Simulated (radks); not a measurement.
Spherical quantum dot in the effective-mass picture: electrons in a hard-walled sphere of radius 2.34, with a point charge +1 (a donor) at the centre, all in effective atomic units (hartree* = m*/eps^2 hartree, bohr* = eps/m* bohr), one dielectric constant everywhere. Calculated with a radial shooting solver with Libxc functionals: non-relativistic Kohn-Sham, exchange-only LDA, spin-polarised, spherical densities. Levels are named by radial order and angular momentum (1s, 1p, 1d, 2s, ...), and open shells are averaged over m.

N = 2, configuration 1s2. This is the lowest configuration that the search found. Occupied and some empty levels:

| level | occupation | eigenvalue (hartree*) | <r> (bohr*) |
|---|---|---|---|
| 1s | 2 | 0.95559 | 1.049 |
| 1p | 0 | 2.1020 | 1.364 |
| 1d | 0 | 3.3279 | 1.509 |
| 2s | 0 | 3.3957 | 1.170 |

Energy (hartree*): total 0.444909, kinetic 1.9756, external -2.5088, Hartree 1.7104, exchange-correlation -0.73228. Static polarisability (adiabatic kernel): 1.214 bohr*^3.
